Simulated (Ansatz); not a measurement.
Basis sets compared for the cluster MoO₅H₄. Charge 0, multiplicity 1. Geometry PBE-D4/def2-SVP. Ansatz on 4 threads of Arm Neoverse V2 on a shared host; times are rough, and most runs start from earlier orbitals.

```xyz
10

Mo    0.119   -0.242    0.316
O     0.940   -1.823   -0.347
O     1.411    0.697   -0.847
O     0.373   -0.346    1.978
O    -1.355    0.936   -0.002
O     1.132    1.822    0.041
H    -2.247    0.631   -0.241
H    -1.191   -1.315    0.101
H     0.367    2.267   -0.407
H     0.450   -2.626   -0.592
```

In the def2 sets Mo takes a core potential; there is no spin–orbit coupling. The structure holds one bond between oxygen atoms, so isomers without such links may lie far lower. The structure comes from a short search, and lower isomers may exist.

Binding counts from free atoms (Mo septet, O triplet, H doublet) in the same basis, without a counterpoise term.

| level | functions | energy (Eh) | HOMO (eV) | LUMO (eV) | binding per atom (eV) | wall time |
| --- | --- | --- | --- | --- | --- | --- |
| PBE-D4/def2-SVP | 121 | -446.1386 | -6.99 | -3.70 | 4.00 | 1.1 s |
| PBE-D4/def2-TZVP | 219 | -446.6216 | -7.13 | -3.82 | 3.95 | 1.9 s |
| PBE0-D4/def2-SVP | 121 | -446.0348 | -8.61 | -3.12 | 3.61 | 1.4 s |
| PBE0-D4/def2-TZVP | 219 | -446.5188 | -8.66 | -3.14 | 3.58 | 2.6 s |

Problem. Estimate the rows for PBE-D4/def2-TZVPD, PBE0-D4/def2-TZVPD.

Solution. 
| level | functions | energy (Eh) | HOMO (eV) | LUMO (eV) | binding per atom (eV) | wall time |
| --- | --- | --- | --- | --- | --- | --- |
| PBE-D4/def2-TZVPD | 276 | -446.6274 | -7.18 | -3.88 | 3.95 | 3.2 s |
| PBE0-D4/def2-TZVPD | 276 | -446.5245 | -8.69 | -3.17 | 3.59 | 4 s |
